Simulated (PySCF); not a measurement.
C6H5FO.
Numbering: `[OH:1][c:2]1[cH:3][cH:4][c:5]([F:6])[cH:7][cH:8]1` (hydrogens: H9 on O1; H10 on C3; H11 on C4; H12 on C7; H13 on C8)

The same species was optimised twice, with GFN2-xTB and with PBE0-D3(BJ)/def2-SVP (PySCF), and the same property calculations (PySCF, gas phase) were run on both structures.

```csv
coordinate,GFN2-xTB,PBE0-D3(BJ)/def2-SVP,change
C5–F6 (Å),1.352,1.335,-0.017
C3–C4 (Å),1.383,1.394,+0.011
C7–C8 (Å),1.380,1.390,+0.010
O1–C2 (Å),1.358,1.351,-0.007
C2–C3 (Å),1.391,1.398,+0.007
C5–C7 (Å),1.384,1.391,+0.007
C2–C8 (Å),1.393,1.399,+0.006
C4–C5 (Å),1.381,1.387,+0.006
C4–C5–C7 (°),121.8,121.0,-0.8
O1–C2–C3 (°),122.1,122.8,+0.7
C5–C7–C8 (°),119.0,119.6,+0.6
C3–C2–C8 (°),119.8,119.4,-0.4
C4–C5–F6 (°),119.1,119.5,+0.4
C3–C4–C5 (°),118.9,119.3,+0.4
F6–C5–C7 (°),119.1,119.5,+0.4
O1–C2–C8 (°),118.1,117.8,-0.3
```

Rotational constants: A = 5683, B = 1465, C = 1165 MHz (GFN2-xTB) against A = 5653, B = 1457, C = 1159 MHz (PBE0-D3(BJ)/def2-SVP). Point groups within 0.08 Å: Cs and Cs.

On the GFN2-xTB structure: HOMO (eV) -6.56 [PBE0/pcSseg-1]; LUMO (eV) -0.58 [PBE0/pcSseg-1]; dipole (D) 2.12 [PBE0/pcSseg-1]; GIAO shielding of O1 (ppm) 214.9 [PBE0/pcSseg-1]; GIAO shielding of C2 (ppm) 27.5 [PBE0/pcSseg-1]; GIAO shielding of C3/C8 (mean) (ppm) 67.4 [PBE0/pcSseg-1]; GIAO shielding of C4/C7 (mean) (ppm) 64.7 [PBE0/pcSseg-1]; GIAO shielding of C5 (ppm) 20.8 [PBE0/pcSseg-1]; GIAO shielding of F6 (ppm) 300.5 [PBE0/pcSseg-1].

Q: What do these properties become on the PBE0-D3(BJ)/def2-SVP structure?

A: 
```
                                    property          level  on GFN2-xTB  on PBE0-D3(BJ)/def2-SVP  change
                                   HOMO (eV)  PBE0/pcSseg-1        -6.56                    -6.52   +0.04
                                   LUMO (eV)  PBE0/pcSseg-1        -0.58                    -0.60   -0.02
                                  dipole (D)  PBE0/pcSseg-1         2.12                     2.07   -0.05
energy, GFN2-xTB geometry as zero (kcal/mol)  PBE0/pcSseg-1          0.0                     -0.1    -0.1
                  GIAO shielding of O1 (ppm)  PBE0/pcSseg-1        214.9                    216.0    +1.1
                  GIAO shielding of C2 (ppm)  PBE0/pcSseg-1         27.5                     26.8    -0.7
        GIAO shielding of C3/C8 (mean) (ppm)  PBE0/pcSseg-1         67.4                     65.6    -1.8
        GIAO shielding of C4/C7 (mean) (ppm)  PBE0/pcSseg-1         64.7                     62.8    -1.9
                  GIAO shielding of C5 (ppm)  PBE0/pcSseg-1         20.8                     21.0    +0.2
                  GIAO shielding of F6 (ppm)  PBE0/pcSseg-1        300.5                    303.1    +2.6
```

The heavy atoms differ by 0.009 Å rms after alignment. Among bonds between heavy atoms C5–F6 changes most (-0.017 Å). Changes are differences of the printed values. Neither structure is proved a minimum here.

The values belong to the conformer `[OH:1][c:2]1[cH:3][cH:4][c:5]([F:6])[cH:7][cH:8]1`: H–O1–C2–C3 0°.
